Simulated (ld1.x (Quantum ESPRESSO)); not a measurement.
**Scattering properties, ultrasoft potential for nitrogen**

```
Element                 : nitrogen (N)
Generator               : ld1.x (Quantum ESPRESSO) 7.5
Type                    : ultrasoft
Functional              : LDA (PZ)
Relativity              : scalar-relativistic
Frozen core             : [He]
Valence charge          : 5
Reference configuration : 2s2 2p2.5 (charge +0.5)
Partial waves           : 2s (bound): rcut 0.65, rcutus 0.90 bohr; 2s channel at 2.45 Ry: rcut 0.65, rcutus 0.90 bohr; 2p (bound): rcut 1.90, rcutus 2.05 bohr; 2p channel at -0.35 Ry: rcut 1.90, rcutus 2.05 bohr
Local potential         : all-electron potential smoothed inside 1.45 bohr (lloc = -1)
Core correction         : a·sin(br)/r model core, default radius (core density twice the valence density)
Augmentation charge     : PSQ, radius 0.60 bohr
```

The phase is arctan(r·u′/u) with u = r·R(r), unwrapped; energies in Ry, scanned from -4 to 5 Ry. A pole is an energy at which the radial function vanishes at the test radius. The pseudo phase is shifted by a multiple of π to meet the all-electron one at the reference energy, and phase errors are pseudo minus all-electron; the curves can meet again beyond the range given. Levels narrower than the energy grid can be missing from the lists of poles.

Problem. For each channel, where are the poles, and over which energies does the pseudopotential scatter like the atom?

Solution.

```tsv
channel	radius (bohr)	reference energy (Ry)	poles, all-electron	poles, pseudo	unbroken range about the reference energy with phases within 0.05 rad	phase error 1 Ry above the reference energy (rad)
s	2.25	-1.83	-1.44	-1.44	the whole range	+0.000
p	2.25	-1.00	-0.57	-0.57	the whole range	-0.000
```

Phases in the s channel:

```json
{"E (Ry)": "-4.00", "all-electron": "1.293", "pseudo": "1.293"}
{"E (Ry)": "-3.52", "all-electron": "1.254", "pseudo": "1.254"}
{"E (Ry)": "-3.04", "all-electron": "1.187", "pseudo": "1.187"}
{"E (Ry)": "-2.56", "all-electron": "1.020", "pseudo": "1.020"}
{"E (Ry)": "-2.08", "all-electron": "-0.075", "pseudo": "-0.075"}
{"E (Ry)": "-1.60", "all-electron": "-1.470", "pseudo": "-1.470"}
{"E (Ry)": "-1.12", "all-electron": "-1.679", "pseudo": "-1.679"}
{"E (Ry)": "-0.64", "all-electron": "-1.777", "pseudo": "-1.777"}
{"E (Ry)": "-0.16", "all-electron": "-1.859", "pseudo": "-1.859"}
{"E (Ry)": "0.32", "all-electron": "-1.956", "pseudo": "-1.956"}
{"E (Ry)": "0.80", "all-electron": "-2.103", "pseudo": "-2.102"}
{"E (Ry)": "1.28", "all-electron": "-2.377", "pseudo": "-2.377"}
{"E (Ry)": "1.76", "all-electron": "-2.964", "pseudo": "-2.964"}
{"E (Ry)": "2.24", "all-electron": "-3.746", "pseudo": "-3.745"}
{"E (Ry)": "2.72", "all-electron": "-4.184", "pseudo": "-4.184"}
{"E (Ry)": "3.20", "all-electron": "-4.388", "pseudo": "-4.388"}
{"E (Ry)": "3.68", "all-electron": "-4.500", "pseudo": "-4.500"}
{"E (Ry)": "4.16", "all-electron": "-4.572", "pseudo": "-4.572"}
{"E (Ry)": "4.64", "all-electron": "-4.622", "pseudo": "-4.622"}
```
